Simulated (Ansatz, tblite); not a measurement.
Forces on closo-1-SB4 (no H on S) (B₄H₄S) at its r2SCAN-D4/def2-SVP geometry. Total charge 0; singlet.

The xTB rows come from tblite.

GFN1-xTB (tblite), largest force 1.38 eV/Å:

```xyz
9
positions Å, forces eV/Å
B     0.449    0.813    0.587    0.112    1.312    0.417
B    -0.596   -0.733    0.560   -1.182   -0.602    0.384
B    -0.746    0.513   -0.520    0.174   -0.120    0.122
B     0.605   -0.395   -0.827    0.305   -0.183   -1.335
S     1.257   -0.865    0.877   -0.057    0.039   -0.040
H     0.835    1.792    1.159   -0.060   -0.474   -0.168
H    -1.369   -1.469    1.104    0.421    0.236   -0.156
H    -1.599    1.100   -1.115    0.419   -0.289    0.293
H     1.164   -0.756   -1.824   -0.132    0.081    0.483
```

GFN2-xTB (tblite), largest force 0.97 eV/Å:

```
B -0.103 0.082 -0.069
B -0.113 0.066 -0.069
B 0.305 -0.210 0.213
B -0.101 0.070 -0.083
S -0.691 0.475 -0.482
H -0.127 -0.667 -0.272
H 0.576 0.372 -0.255
H 0.485 -0.334 0.338
H -0.231 0.145 0.679
```

PBE-D4/def2-TZVP (Ansatz), largest force 0.19 eV/Å:

```
B -0.019 0.054 -0.003
B -0.057 -0.003 -0.004
B 0.034 -0.024 0.024
B -0.013 0.010 -0.055
S -0.020 0.014 -0.014
H -0.059 -0.110 -0.078
H 0.082 0.098 -0.075
H 0.133 -0.091 0.093
H -0.080 0.052 0.113
```
